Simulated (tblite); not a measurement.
Species: C4H11NSSi.
Structure used (GFN2-xTB), in Å, numbered top down from 1:
```xyz
18
C4H11NSSi angstrom
C     -2.9864    0.5424   -1.0194
N     -2.0571   -0.1084   -0.5011
Si    -1.1768   -0.0170    0.9738
C      0.6399    0.1976    0.4135
C      1.5693    0.2139    1.6206
C      1.0206   -0.9088   -0.5507
S      2.7031   -0.7128   -1.2558
H     -3.4800    1.4014   -0.5567
H     -3.3537    0.2542   -2.0017
H     -1.3976   -1.3351    1.5635
H     -1.4959    1.0561    1.9243
H      0.7447    1.1549   -0.1118
H      1.4771   -0.7132    2.1831
H      1.3285    1.0416    2.2834
H      2.6072    0.3172    1.3055
H      0.3261   -0.9684   -1.3876
H      1.0510   -1.8734   -0.0453
H      2.4713    0.4641   -1.8358
```

Computed with GFN2-xTB (tblite): harmonic, unscaled wavenumbers at the GFN2-xTB geometry, gas phase. This tight-binding method is rough: wavenumbers can miss measured ones by several per cent, in bad cases by 10 to 20. Modes of hydrogen on silicon and sulfur can be 10 to 20 % off. One conformer, not necessarily the lowest.

Harmonic wavenumbers (cm⁻¹): 39.1, 60.3, 99.9, 136.4, 197.7, 202.1, 221.7, 234.7, 263.4, 312.4, 393.0, 458.7, 521.7, 588.0, 696.1, 709.4, 720.4, 770.3, 783.1, 796.8, 901.0, 947.1, 999.0, 1017.0, 1086.0, 1133.6, 1142.0, 1187.4, 1225.3, 1269.0, 1316.8, 1420.2, 1447.6, 1449.9, 1504.1, 1509.6, 1763.9, 2207.4, 2287.5, 2426.2, 2880.1, 2907.5, 2971.7, 2990.4, 3004.6, 3009.2, 3025.2, 3035.4.

A = 2896, B = 886.8, C = 721.0 MHz; mass 133.038 u (most abundant isotopes); point group C1, symmetry number 1.

What is the zero-point energy?

Half the sum of the wavenumbers: 30135 cm⁻¹ = 360.49 kJ/mol.

What is S at 500 K and 1 bar for an ideal gas of classical rigid rotors and harmonic oscillators?

Translation 180.60, rotation 130.05, vibration 220.70: S = 531.3 J/(mol K).

And Cp and H(500 K) − H(0)?

Cp = 233.68 J/(mol K), of which vibrations give 200.42 (their classical limit is 48 R = 399.1); H(500 K) − H(0) = 71.49 kJ/mol without the zero-point energy, 54.86 from vibrations.

How do the functions run with temperature in this model?

```
 T (K)  S (J/(mol K))  Cp (J/(mol K))  H − H(0) (kJ/mol)  G − H(0) (kJ/mol)  ln q(vib)
    50          249.8            57.4               2.17             -10.32       0.67
   100          298.4            85.0               5.75             -24.09       2.04
298.15          428.7           165.8              30.81             -97.00       7.83
373.15          468.9           193.5              44.30            -130.67       9.93
   750          637.7           290.9             137.57            -340.73      19.66
  1000          727.0           329.3             215.40            -511.63      25.40
```

q(vib) and H(0) count from the zero-point level.

What must be added to the electronic energy to get the Gibbs energy at 500 K and 1 bar?

ZPE + [H(500 K) − H(0)] − T·S = 360.49 + 71.49 − 265.67 = 166.31 kJ/mol.

Hindered rotation and anharmonicity are outside this model. Other conformers, if any are populated, would add a mixing term that is left out. The structure is chiral; the term R ln 2 for an equal mix with its mirror image is left out.

The run took 0.56 s on an Arm Neoverse V2 with one thread, no GPU, on a shared host. The figure is for the frequency step alone.
